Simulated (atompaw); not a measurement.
Before and after: PAW (atompaw) potential for Hf (Z = 72)

Hf (Z = 72), PAW, made with atompaw 4.2.0.5 (LDA (PW92), scalar-relativistic). Core [Kr] 4d10 4f14, reference 5s2 5p6 5d2 6s2 6p0. Waves: 5s (bound): rc 1.85 bohr; 6s (bound): rc 0.65 bohr; 5p (bound): rc 1.95 bohr; 6p (bound, empty): rc 2.65 bohr; 5d (bound): rc 1.90 bohr; 5d channel at 1.35 Ry: rc 1.90 bohr. Local part: bessel scheme, radius 2.60 bohr. Core correction: smooth core density matched at 2.15 bohr. Augmentation charge: besselshape compensation charge, radius 2.15 bohr; PAW radius 2.65 bohr; waves and projectors: custom rrkj vanderbiltortho.

Change: local potential bessel scheme, radius 2.08 bohr.

Cutoffs: the cutoffs (Ry, on a coarse ladder) from which the occupation-weighted sum of valence levels, in a spherical-Bessel basis at the reference potential, stays within 10 and 1 mRy of its value at 400 Ry; they do not see the model core or the augmentation charge, which bear on the density cutoff.

What does the change do?

The potential gets softer (80 Ry and 100 Ry → 30 Ry and 90 Ry); a bound ghost appears in s, which as a rule spoils a file; the range in which the s phases agree widens (upper end 2.1 → 4.9). A state that the projectors do not describe sees the local part alone, so a deeper or shallower local part can create or remove a ghost.

```tsv
quantity	base	changed
cutoff, loose	80 Ry	30 Ry
cutoff, tight	100 Ry	90 Ry
loose cutoff by channel (10 mRy a level)	s 70 Ry, p 18 Ry, d 21 Ry	s 15 Ry, p 18 Ry, d 21 Ry
bound ghosts	none	s
s: phases at 2.66 bohr within 0.05 rad from the reference energy up to (Ry; the scan ends near 5)	2.1	4.9
p: phases at 2.66 bohr within 0.05 rad from the reference energy up to (Ry; the scan ends near 5)	to the end of the scan	to the end of the scan
d: phases at 2.66 bohr within 0.05 rad from the reference energy up to (Ry; the scan ends near 5)	to the end of the scan	to the end of the scan
lowest overlap eigenvalue by channel	s 0.23, p 0.53, d 0.98	s 0.12, p 0.53, d 0.88
```

 A true bound ghost makes a file unfit for plane-wave use even where its test errors are small: the radial tests pick states by their node count and pass the ghost by. The cutoffs see the waves, projectors and local potential, not the compensation charge or the core.
